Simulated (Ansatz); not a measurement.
A structure relaxed at PBE0-D4/def2-TZVP, charge 0, multiplicity 1:

```xyz
11

Cl    0.352   -2.099    1.473
B     1.220   -0.724    0.767
C     0.649    0.036   -0.398
C    -0.689   -0.261   -1.070
Si   -0.867    0.961    0.291
H     2.254   -0.425    1.279
H     1.309    0.730   -0.914
H    -1.081   -1.260   -0.904
H    -0.790    0.084   -2.093
H    -1.420    0.559    1.595
H    -0.938    2.401   -0.025
```

(1) Give its formula and SMILES.

(2) Summarise the bond lengths by kind.

Answers

(1) C2H6BClSi, `ClBC1C[SiH2]1`.

(2) 1 × B–Cl 1.773 Å; 1 × B–C 1.504 Å; 1 × B–H 1.193 Å; 1 × C–C 1.527 Å; 2 × C–Si 1.838 to 1.905 Å; 3 × C–H 1.084 to 1.087 Å; 2 × H–Si 1.472 to 1.476 Å.

Program: Ansatz 0.2.0.
